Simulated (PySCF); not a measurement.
# Correlation energy of Br (bromine, neutral)

[Ar] 3d10 4s1 4p6, 2S determinant (an excited configuration). All numbers are calculated (PySCF 2.14, scalar relativity by spin-free X2C-1e, in x2c-TZVPPall (6s5p4d1f, 48 functions)). Frozen: [Ne]; 25 electrons correlated.

```
  level  correlation energy (mhartree)
   CCSD                        -437.13
    (T)                         -39.55
CCSD(T)                        -476.68
```

Diagnostics: T1 = 0.011, D1 = 0.0418, largest double amplitude 0.221.

A double-excitation amplitude exceeds 0.15, a sign of near-degeneracy.

Cost of the coupled-cluster step: of the order of 5 core-seconds, for 25 correlated electrons.

Iterations:

```
CC2 = 0
CCSD nocc = (np.int64(13), np.int64(12)), nmo = (43, 43)
frozen orbitals [[0, 1, 2, 3, 4], [0, 1, 2, 3, 4]]
max_cycle = 100
direct = 0
conv_tol = 1e-08
conv_tol_normt = 1e-06
diis_space = 8
diis_start_cycle = 0
Init t2, MP2 energy = -0.393460776284268
Init E_corr(UCCSD) = -0.393460776284927
cycle = 1  E_corr(UCCSD) = -0.398039150189692  dE = -0.0045783739  norm(t1,t2) = 0.144917
cycle = 2  E_corr(UCCSD) = -0.418550502055618  dE = -0.0205113519  norm(t1,t2) = 0.0938653
cycle = 3  E_corr(UCCSD) = -0.435972052379468  dE = -0.0174215503  norm(t1,t2) = 0.0582398
cycle = 4  E_corr(UCCSD) = -0.437368950867915  dE = -0.00139689849  norm(t1,t2) = 0.00609708
cycle = 5  E_corr(UCCSD) = -0.436953871182689  dE = 0.000415079685  norm(t1,t2) = 0.00276987
cycle = 6  E_corr(UCCSD) = -0.437215486055907  dE = -0.000261614873  norm(t1,t2) = 0.000871909
cycle = 7  E_corr(UCCSD) = -0.437116272001443  dE = 9.92140545e-05  norm(t1,t2) = 0.00034525
cycle = 8  E_corr(UCCSD) = -0.437125546151246  dE = -9.2741498e-06  norm(t1,t2) = 5.43735e-05
cycle = 9  E_corr(UCCSD) = -0.437126202022657  dE = -6.55871411e-07  norm(t1,t2) = 1.21543e-05
cycle = 10  E_corr(UCCSD) = -0.437125626955557  dE = 5.75067099e-07  norm(t1,t2) = 4.0082e-06
cycle = 11  E_corr(UCCSD) = -0.437125812106288  dE = -1.85150731e-07  norm(t1,t2) = 9.09793e-07
cycle = 12  E_corr(UCCSD) = -0.437125803326716  dE = 8.77957157e-09  norm(t1,t2) = 1.3427e-07
UCCSD converged
E(UCCSD) = -2604.296578427968  E_corr = -0.4371258033267164
UCCSD(T) correction = -0.0395521023788719
```

This basis was not built for core-valence correlation, so the inner-shell part is incomplete.
